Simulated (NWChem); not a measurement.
System: CuI; SMILES [Cu][I]

Results from NWChem. Geometry: optimised at PBE0/def2-SVP. def2 effective core potentials on I; no spin-orbit coupling. Total energies compare along this basis series because the functional is fixed.

```csv
level,basis functions,energy (Ha),highest occupied level (eV),orbital gap (eV),dipole (D)
PBE/def2-SVP,57,-1937.7522,-5.17,1.78,4.29
PBE/def2-SVPD,69,-1937.7635,-5.52,1.85,4.39
PBE/def2-TZVP,95,-1938.0207,-5.71,1.93,3.84
PBE/def2-TZVPD,107,-1938.0218,-5.76,1.92,3.81
PBE/def2-TZVPP,114,-1938.0219,-5.72,1.93,3.79
PBE/def2-QZVP,166,-1938.0675,-5.73,1.94,3.81
```
